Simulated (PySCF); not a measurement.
## Exercise with solution: chemical shift, span and skew from a shielding tensor

Al(CF3)(F)(OH) (CHAlF4O), SMILES [OH][Al]([F])[C](F)(F)F. Atoms are numbered in the order given.

```xyz
8

Al    -0.0209     0.2474     0.9785
C      0.0054    -0.2209    -0.9699
F     -0.5222     0.7374    -1.7483
F     -0.6828    -1.3492    -1.2226
F      1.2623    -0.4280    -1.4077
F     -0.5483     1.7466     1.4449
O      0.5097    -0.9196     2.0608
H      0.5815    -0.8954     3.0152
```
Charge 0, spin multiplicity 1.

Geometry optimised at PBE0-D3(BJ)/def2-SVP. The structure was generated by enumeration; whether it is a known compound was not checked. Other conformers were not sampled.

GIAO shieldings from HF/pcSseg-1 (PySCF), non-relativistic, no solvent. The symmetric part of the tensor of C2 has the principal values 66.9, 67.3, 86.6 ppm. The same nucleus in TMS has σ = 192.6 ppm at this level (PySCF, at its B3LYP-D3(BJ)/def2-TZVP geometry).

Task: Work out the isotropic shielding, the ¹³C shift against TMS, the span and the skew.

Result: 
σ(iso) = (σ11 + σ22 + σ33)/3 = 73.6 ppm. δ = σ(ref) − σ(iso) = 192.6 − (73.6) = 119.0 ppm.
Span Ω = σ33 − σ11 = 19.7 ppm. Skew κ = 3(σ(iso) − σ22)/Ω = 0.96. Tumbling in solution averages the tensor to δ; in a static solid the shielding alone would spread this spin-1/2 line over Ω.
